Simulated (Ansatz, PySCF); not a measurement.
Gas-phase reaction (SMILES): COB(C)OC [dimethoxy(methyl)borane] + 5 [H][H] (H2) → B (BH3) + 3 C (CH4) + 2 O (H2O); energy of full hydrogenation.

Each molecule is optimised on its own at B3LYP-D3(BJ)/def2-TZVP (Ansatz, a quantum-chemistry and plane-wave program), one conformer each, not searched for the lowest. Valence correlation only, unless marked. Spin-orbit coupling is left out. No relativistic terms. CBS(X,Y): correlation extrapolated as X^-3; Hartree-Fock from the larger set. [CCSD(T)-MP2]/basis is that difference in the basis named. Thermal terms are rigid-rotor harmonic-oscillator values from B3LYP-D3(BJ) frequencies (Ansatz or PySCF) at 298.15 K and 1 atm. 1 Eh = 627.5095 kcal/mol.

```tsv
species	E, RI-MP2/CBS(cc-pVTZ,cc-pVQZ)+[CCSD(T)-MP2]/cc-pVTZ (Ansatz) (Eh)	E, wB97X-V/def2-TZVPD (Ansatz) (Eh)	H - E (Eh)
COB(C)OC	-294.80041	-295.15066	0.13585
[H][H] (H2)	-1.17529	-1.17238	0.01336
B (BH3)	-26.55181	-26.60537	0.03008
C (CH4)	-40.46125	-40.51531	0.04840
O (H2O)	-76.37659	-76.43464	0.02495
```

**Question.** Work out ΔE and ΔH at 298.15 K at the first level, then ΔH at the second.

**Answer.** 
1. ΔE = [(-26.55181) + 3×(-40.46125) + 2×(-76.37659)] - [(-294.80041) + 5×(-1.17529)] = -0.01188 Eh = -7.5 kcal/mol at RI-MP2/CBS(cc-pVTZ,cc-pVQZ)+[CCSD(T)-MP2]/cc-pVTZ.
2. The terms H - E add up to 0.02253 Eh, so ΔH = (-0.01188 + (0.02253))×627.5095 = 6.7 kcal/mol.
3. At wB97X-V/def2-TZVPD the same steps give ΔE = -5.0 and ΔH = 9.1 kcal/mol, a shift of +2.4 from the first level.
4. These values are not checked against measurement here, since the tables used lack a sound gas-phase enthalpy of formation for at least one species.
